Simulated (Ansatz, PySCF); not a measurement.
Reaction (SMILES): COC(C)C → [CH3] (CH3) + C[CH]OC (the C-C bond at the site shown breaks; other sites are not compared here)
Geometries: B3LYP-D3(BJ)/def2-TZVP minima from Ansatz (a quantum-chemistry and plane-wave program), one conformer each, not searched for the lowest.

Wanted: bond dissociation energy (enthalpy at 298 K, with B3LYP-D3(BJ) rigid-rotor harmonic-oscillator terms from PySCF), in kcal/mol. Valence correlation only, unless marked. UHF or UKS for open shells. No spin-orbit coupling. Non-relativistic. CBS(X,Y): correlation extrapolated as X^-3; Hartree-Fock from the larger set. The bracket is a focal-point correction in the basis named.

RI-MP2/CBS(cc-pVTZ,cc-pVQZ)+[CCSD(T)-MP2]/cc-pVDZ (Ansatz) gives 87.1 kcal/mol.

### Question
Another calculation gave 84.6 kcal/mol. Which level was it?
A. SVWN5/def2-TZVPD (Ansatz)
B. B2GP-PLYP/def2-TZVPD (Ansatz)
C. PBE-QIDH/def2-TZVPD (Ansatz)
D. r2SCAN0/def2-TZVPD (Ansatz)

### Answer
C, PBE-QIDH/def2-TZVPD (Ansatz). The others give 82.0 (B2GP-PLYP), 98.5 (SVWN5), 76.1 (r2SCAN0) kcal/mol.
